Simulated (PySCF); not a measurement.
F₅Te, SMILES F[Te](F)(F)(F)F, multiplicity 2. The structure is a stationary point at B3LYP-D3(BJ)/def2-SVP. The isomer is the one that the SMILES or the coordinates give; other isomers of the formula were not compared. The def2 effective core potentials stand for the cores of Te; spin–orbit coupling is left out.

Q: Give the equilibrium geometry at B3LYP-D3(BJ)/def2-SVP (PySCF confirms it by a frequency run) as bond lengths and angles, and its point group. (Estimate from the structure and the level; the computed values follow.)

A: point group C4v.
Atoms: F1 Te2 F3 F4 F5 F6. Bonds (Å): F1–Te2 1.942, Te2–F3 1.942, Te2–F4 1.942, Te2–F5 1.884, Te2–F6 1.942. Bond angles (°): F1–Te2–F3 90.0, F1–Te2–F4 90.0, F1–Te2–F5 90.7, F1–Te2–F6 178.6, F3–Te2–F4 178.6, F3–Te2–F5 90.7, F3–Te2–F6 90.0, F4–Te2–F5 90.7, F4–Te2–F6 90.0, F5–Te2–F6 90.7.
Charge 0, spin multiplicity 2.
